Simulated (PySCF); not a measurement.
Si(Br)2(Me)(NH2) (CH₅Br₂NSi), SMILES C[Si](N)(Br)Br. Atoms are numbered in the order given.

```xyz
10

C      1.4270    -1.7999     0.0000
Si    -0.0664    -0.6999     0.0000
N     -1.5773    -1.5104     0.0000
Br     0.0361     0.5747     1.8347
Br     0.0361     0.5747    -1.8347
H      1.4141    -2.4413    -0.8945
H      1.4141    -2.4413     0.8945
H      2.3519    -1.2056     0.0000
H     -2.1475    -1.4838    -0.8381
H     -2.1475    -1.4838     0.8381
```

The structure is a stationary point at PBE0-D3(BJ)/def2-SVP. A frequency run showed that this geometry is not a minimum. This is a generated structure with no PubChem entry under its InChIKey; it may be hypothetical. Other conformers were not sampled.

These are B3LYP/pcSseg-1 in PySCF values and carry that method's errors.

GIAO shieldings, no solvent; atoms alike by connectivity are averaged. δ = σ(ref) − σ: ¹³C against TMS (σ = 181.3 ppm); ²⁹Si against TMS (σ = 338.7 ppm); ¹⁵N against NH3 (σ = 265.5 ppm); ¹H against TMS (σ = 31.68 ppm), references at their B3LYP-D3(BJ)/def2-TZVP geometries, non-relativistic (without spin–orbit terms, shifts of atoms bonded to Cl or Br come out too high).

Computed chemical shifts:
| nucleus | atoms | count | δ (ppm) |
|---|---|---|---|
| ¹³C | C1 | 1 | 18.7 |
| ²⁹Si | Si2 | 1 | 43.5 |
| ¹⁵N | N3 | 1 | 54.5 |
| ¹H | H9, H10 | 2 | 1.56 |
| ¹H | H6, H7, H8 | 3 | 1.15 |
